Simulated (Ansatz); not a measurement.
One group Y is varied and pulled off as a radical: Y-Ge(OH)3. Gas-phase values, no solvent. Each species was relaxed from one start; no search for lower structures was made at this level. Strings in code marks are SMILES.

A: Y = isopropyl (`C[CH](C)[Ge]([OH])([OH])[OH]`)
B: Y = 2,2,2-trifluoroethyl (`C(F)(F)(F)[CH2][Ge]([OH])([OH])[OH]`)
C: Y = vinyl (`[Ge]([OH])([OH])([OH])[CH]=C`)

Task: Order them by vertical ionisation energy (Delta-SCF) (lowest first) at the level PBE-D3(BJ)/def2-TZVP // B3LYP-D3(BJ)/def2-SVP (Ansatz, an electronic-structure program).

Result: A (9.25 eV), C (9.72 eV), B (10.35 eV)
